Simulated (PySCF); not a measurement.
**`C=[P@]1(P)CC=C(C)C1`, C6H12P2**

Molfile (atoms numbered from 1):
```
C6H12P2
     RDKit          3D

 20 20  0  0  0  0  0  0  0  0999 V2000
   -1.7766   -1.8132    0.2026 C   0  0  0  0  0  0  0  0  0  0  0  0
   -1.1769   -0.2139    0.2006 P   0  0  2  0  0  5  0  0  0  0  0  0
   -2.3680    1.0880    1.4583 P   0  0  0  0  0  0  0  0  0  0  0  0
   -0.6404    0.9971   -1.1748 C   0  0  0  0  0  0  0  0  0  0  0  0
    0.8330    0.7872   -1.2544 C   0  0  0  0  0  0  0  0  0  0  0  0
    1.4247    0.1904   -0.2268 C   0  0  0  0  0  0  0  0  0  0  0  0
    2.8845   -0.1006   -0.1109 C   0  0  0  0  0  0  0  0  0  0  0  0
    0.5263   -0.2206    0.9043 C   0  0  0  0  0  0  0  0  0  0  0  0
   -1.1215   -2.4774   -0.3574 H   0  0  0  0  0  0  0  0  0  0  0  0
   -2.8017   -1.8624   -0.1607 H   0  0  0  0  0  0  0  0  0  0  0  0
   -3.4657    0.9712    0.6081 H   0  0  0  0  0  0  0  0  0  0  0  0
   -2.7750    0.0127    2.2375 H   0  0  0  0  0  0  0  0  0  0  0  0
   -1.1442    0.7841   -2.1221 H   0  0  0  0  0  0  0  0  0  0  0  0
   -0.8871    2.0235   -0.8803 H   0  0  0  0  0  0  0  0  0  0  0  0
    1.3687    1.1177   -2.1319 H   0  0  0  0  0  0  0  0  0  0  0  0
    3.2913    0.3650    0.7869 H   0  0  0  0  0  0  0  0  0  0  0  0
    3.0489   -1.1750   -0.0291 H   0  0  0  0  0  0  0  0  0  0  0  0
    3.4249    0.2719   -0.9775 H   0  0  0  0  0  0  0  0  0  0  0  0
    0.7556   -1.2198    1.2839 H   0  0  0  0  0  0  0  0  0  0  0  0
    0.5942    0.4848    1.7407 H   0  0  0  0  0  0  0  0  0  0  0  0
  1  2  2  0
  2  3  1  1
  2  4  1  0
  4  5  1  0
  5  6  2  0
  6  7  1  0
  6  8  1  0
  8  2  1  0
  1  9  1  0
  1 10  1  0
  3 11  1  0
  3 12  1  0
  4 13  1  0
  4 14  1  0
  5 15  1  0
  7 16  1  0
  7 17  1  0
  7 18  1  0
  8 19  1  0
  8 20  1  0
M  END
```

The calculation used PySCF, GIAO B3LYP/pcSseg-1 magnetisability, rotational g tensor and spin-rotation constants, non-relativistic, gas phase. Geometry: GFN2-xTB.

(1) Give the nuclear spin-rotation constants along the inertial axes (H = +C I·J) beside the isotropic shieldings.

(2) How do the rotational constants and the g tensor change when H9, H10, H11, H12, H13, H14, H15, H16, H17, H18, H19, H20 are replaced by deuterium?

Results:

(1) Rotational constants 2.5013, 0.9073, 0.8704 GHz. A star marks the isotopologue with that one atom substituted, in its own axes.
| atom | isotope | Caa (kHz) | Cbb (kHz) | Ccc (kHz) | mean (kHz) | σ (ppm) |
| --- | --- | --- | --- | --- | --- | --- |
| P2 | 31P | 4.380 | 1.462 | 1.312 | 2.385 | 302.3 |
| P3 | 31P | 2.589 | 0.999 | 1.203 | 1.597 | 486.1 |
| H9 | 1H | -0.094 | -0.056 | -0.088 | -0.079 | 30.9 |
| H10 | 1H | -0.080 | -0.097 | -0.062 | -0.080 | 31.5 |
| H11 | 1H | -0.129 | -0.107 | -0.009 | -0.082 | 28.7 |
| H12 | 1H | -0.179 | -0.017 | -0.082 | -0.093 | 29.1 |
| H13 | 1H | -0.293 | -0.108 | 0.040 | -0.120 | 29.8 |
| H14 | 1H | -0.214 | 0.013 | -0.089 | -0.097 | 28.8 |
| H15 | 1H | 0.005 | -0.072 | -0.040 | -0.036 | 26.2 |
| H16 | 1H | -0.264 | -0.092 | 0.014 | -0.114 | 29.9 |
| H17 | 1H | -0.246 | 0.022 | -0.100 | -0.108 | 29.8 |
| H18 | 1H | -0.068 | -0.080 | -0.062 | -0.070 | 29.8 |
| H19 | 1H | -0.269 | 0.016 | -0.086 | -0.113 | 29.7 |
| H20 | 1H | -0.242 | -0.075 | 0.001 | -0.105 | 29.0 |
| C1 | 13C* | 0.424 | 0.146 | 0.108 | 0.226 | 163.0 |
| C4 | 13C* | 0.465 | 0.176 | 0.173 | 0.271 | 135.3 |
| C5 | 13C* | 1.159 | 0.204 | 0.228 | 0.530 | 53.8 |
| C6 | 13C* | 1.296 | 0.209 | 0.261 | 0.589 | 32.7 |
| C7 | 13C* | 0.342 | 0.147 | 0.148 | 0.212 | 158.4 |
| C8 | 13C* | 0.432 | 0.172 | 0.192 | 0.265 | 134.6 |

For the geometry as given, no vibrational averaging.

(2) Constants 2.0601, 0.7817, 0.7532 GHz; g -0.0246, -0.0044, -0.0079, against -0.0299, -0.0041, -0.0101 before.
